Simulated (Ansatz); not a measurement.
Cost and result for the atomization energy of AlBH₅NSe (`B[NH][AlH][SeH]`) (9 atoms, 8 bonds).

Z-matrix (Å, degrees):
```
B
N 1 1.403
H 1 1.199 2 120.8
H 1 1.201 2 118.5 3 -180.0
Al 2 1.800 1 122.4 3 179.9
H 2 1.011 1 116.3 3 0.0
Se 5 2.317 2 119.3 1 -179.6
H 5 1.570 2 121.1 1 0.4
H 7 1.469 5 92.5 2 0.1
```

Charge 0, multiplicity 1. Correlated methods include outer-core shells of Se, which these sets cover unevenly. Scalar relativity is left out up to krypton. Geometry: relaxed with PBE0-D4/def2-TZVP. It is one conformer, not always the lowest. Program: Ansatz. All runs use 4 threads of an Arm Neoverse V2 on a shared host. Times are those of one run each, without the atoms' runs, and a repeat can differ threefold. Electronic energies, without spin–orbit coupling; frozen cores. CCSD(T)/CBS adds CCSD(T) − MP2 in def2-TZVPP to the MP2 limit, and its time is that of the two runs behind it. T1 = 0.011. With those shells the extrapolation isn't a true limit. B3LYP takes the VWN-RPA correlation (the form of Gaussian; ORCA's B3LYP/G).

CCSD(T)/CBS is a level of theory with its own doubt, some kJ/mol a heavy atom from the limit and from the frozen cores, so smaller differences don't rank the functionals.

| level | functions | wall time |
| --- | --- | --- |
| revPBE-D4/def2-TZVPP | 222 | 1.7 s |
| BLYP-D4/def2-TZVPP | 222 | 1.8 s |
| PBE0-D4/def2-TZVPP | 222 | 2.6 s |
| BHLYP-D4/def2-TZVPP | 222 | 2.6 s |
| CAM-B3LYP-D4/def2-TZVPP | 222 | 3 s |
| CCSD(T)/def2-SVP | 103 | 3.8 s |
| B3LYP-D4/def2-TZVPP (with forces) | 222 | 4 s |
| r2SCAN-D4/def2-TZVPP (with forces) | 222 | 4.2 s |
| B2PLYP/def2-TZVPP | 222 | 4.3 s |
| ωB97M-V/def2-TZVPP (with forces) | 222 | 10 s |
| MP2/def2-QZVPP | 423 | 14 s |
| CCSD(T)/def2-TZVPP | 222 | 80 s |
| CCSD(T)/CBS(def2) | – | 94 s |

Q: What atomization energy does each give, and how far from CCSD(T)/CBS? (Best estimate.)

A: Ansatz gave: 
```csv
level,atomization (kcal/mol),difference from CCSD(T)/CBS,per bond
revPBE-D4/def2-TZVPP,691.8,-11.7,-1.5
BLYP-D4/def2-TZVPP,701.6,-1.9,-0.2
PBE0-D4/def2-TZVPP,699.2,-4.3,-0.5
BHLYP-D4/def2-TZVPP,689.8,-13.7,-1.7
CAM-B3LYP-D4/def2-TZVPP,707.0,3.5,0.4
CCSD(T)/def2-SVP,659.8,-43.7,-5.5
B3LYP-D4/def2-TZVPP (with forces),704.8,1.3,0.2
r2SCAN-D4/def2-TZVPP (with forces),705.2,1.7,0.2
B2PLYP/def2-TZVPP,696.2,-7.3,-0.9
ωB97M-V/def2-TZVPP (with forces),704.7,1.2,0.2
MP2/def2-QZVPP,703.0,-0.5,-0.1
CCSD(T)/def2-TZVPP,683.5,-20.0,-2.5
CCSD(T)/CBS(def2),703.5,0.0,0.0
```

Leaving LDA and LC-ωPBE aside and taking each functional with its dispersion term where it has one, the values, not all of them listed here, spread over 18.2 kcal/mol, from BHLYP-D4 to PBE-D4. LDA lies +86.8 kcal/mol from PBE without D4, its usual overbinding. The D4 term adds +6.8 kcal/mol with B3LYP and +3.6 kcal/mol with PBE0; it sums over pairs of atoms, weighted by their polarisabilities, and B3LYP, whose exchange is more repulsive, gets the larger term. In def2-TZVPP, CCSD(T) changes the Hartree–Fock value by +165.6 kcal/mol (the triples alone add +9.6 kcal/mol) and MP2 by +173.3 kcal/mol; breaking electron pairs costs correlation energy, which Hartree–Fock lacks.

For some Ge, Se and Sn compounds the MP2-based and the directly extrapolated limit differ by 10 to 25 kJ/mol.
